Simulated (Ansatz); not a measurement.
Consider the redistribution: `[NH2][Na]` + `[CH3][Ta]([F])(=[S])[Cl]` → `[CH3][Na]` + `[NH2][Ta]([F])(=[S])[Cl]`.

Calculated with Ansatz (gas phase, PBE0-D4/def2-TZVP geometries, no zero-point term in ΔE). CCSD(T)/CBS is the MP2 limit (def2-TZVPP, def2-QZVPP) plus CCSD(T) − MP2 in def2-TZVPP, frozen cores. DFT in def2-TZVPP. def2 core potentials past Kr. For Na, Ta outer-core shells are correlated without core-valence functions, which leaves a few kJ/mol of doubt a bond. One conformer a species, not always the lowest.

| level | ΔE (kJ/mol) |
| --- | --- |
| BLYP-D4 | -68.1 |
| r2SCAN-D4 | -54.6 |
| ωB97X-V | -54.6 |
| PBE | -64.8 |
| r2SCAN | -54.6 |
| PBE0 | -60.3 |
| BHLYP | -60.1 |
| MP2/def2-SVP | -66.1 |

Task: What does CCSD(T)/CBS give? (Best estimate.)

Result: Computed: -49.2 kJ/mol. The listed levels differ from it by -18.9, -5.4, -5.4, -15.6, -5.4, -11.1, -10.9, -16.9 kJ/mol.

Largest T1 diagnostic among the species: 0.020.

From BLYP to BHLYP (50 % exact exchange), in def2-TZVPP and without D4, ΔE moves by +6.9 kJ/mol. At CCSD(T), def2-SVP lies −17.5 kJ/mol from the extrapolated value and def2-TZVPP −7.8 kJ/mol. Leaving LDA and LC-ωPBE aside and taking each functional with its dispersion term where it has one, the values, not all of them listed here, spread over 14.3 kJ/mol, from BLYP-D4 to r2SCAN0-D4. LDA lies −3.2 kJ/mol from PBE without D4.
